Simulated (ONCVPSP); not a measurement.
**Nd: variants of one ONCV potential**

Base potential:

ONCVPSP 4.0.1 input, shortened (lines: element, Z, core and valence counts, functional; n l f; lmax; l rc ep ncon nbas qcut; lloc lpopt rc5 dvloc0; l nproj debl; icmod fcfact rcfact), PBE, fully relativistic:

```
  Nd 60.00   10    4        4      upf
    1    0    2.00
    2    0    2.00
    2    1    6.00
    3    0    2.00
    3    1    6.00
    3    2   10.00
    4    0    2.00
    4    1    6.00
    4    2   10.00
    4    3    3.00
    5    0    2.00
    5    1    6.00
    5    2    1.00
    6    0    2.00
    2
    0    2.45    0.00    4    9    3.90
    1    2.45    0.00    3    8    5.50
    2    2.65    0.00    3    6    3.60
    4    5    2.10    6.00
    0    2    1.90
    1    1    0.90
    2    2    1.90
    2    0.20    1.20
```

Open shells are filled in proportion to 2j + 1.

Cutoffs, loose and tight: the cutoffs (Ha) at which the residual kinetic energy of the hardest occupied pseudo-wave falls to 1 and 0.1 mHa per electron. They do not see the model core or the augmentation charge, which bear on the density cutoff. Test errors are all-electron minus pseudo excitation energies from the reference, over the configurations 5s2 5p6 5d1 6s1; 5s2 5p6 5d1 6s0; 5s2 5p6 5d0 6s0; 5s2 5p6 5d1 6s1 6p1. A dash means not determined; rows that change the core or the reference have their own tests.

| change | outcome | cutoff, loose | cutoff, tight | bound ghosts | GHOST(+) flags above zero | largest test error (meV) |
| --- | --- | --- | --- | --- | --- | --- |
| base | generated | 6.2 Ha | 15 Ha | none | none | -33 |
| core correction polynomial model core, fcfact 0.7 | generated | 6.2 Ha | 15 Ha | none | none | -83 |
| p: nproj 2 | generated | 6.2 Ha | 15 Ha | none | none | -31 |
| s: qcut 3; p: qcut 4.3; d: qcut 2.8 | generated | 16 Ha | 27 Ha | none | none | -15 |
| core correction Teter function fitted to the true core (icmod 2), fcfact 1.18 | generated | 6.2 Ha | 15 Ha | none | none | -26 |
| local potential polynomial inside 2.10 bohr (lpopt 5, dvloc0 9.5 Ha) | generated | 6.2 Ha | 15 Ha | none | none | -40 |
| s: qcut 5.2 | generated | 8.7 Ha | 15 Ha | none | none | -32 |
| scalar-relativistic | generated | 6.1 Ha | 14 Ha | none | none | -39 |

Q: What comes out with this change to the base: d: qcut 4.4?

A: outcome: generated; cutoff, loose: 6.7 Ha; cutoff, tight: 10 Ha; bound ghosts: none; GHOST(+) flags above zero: none; largest test error (meV): -40.

Q: What comes out with this change to the base: all radii but the core radius scaled by about 1.20 (s 2.94, p 2.94, d 3.18 bohr); local potential polynomial inside 2.52 bohr (lpopt 5, dvloc0 6 Ha)?

A: outcome: generated; cutoff, loose: 6.8 Ha; cutoff, tight: 8.3 Ha; bound ghosts: none; GHOST(+) flags above zero: none; largest test error (meV): -137.
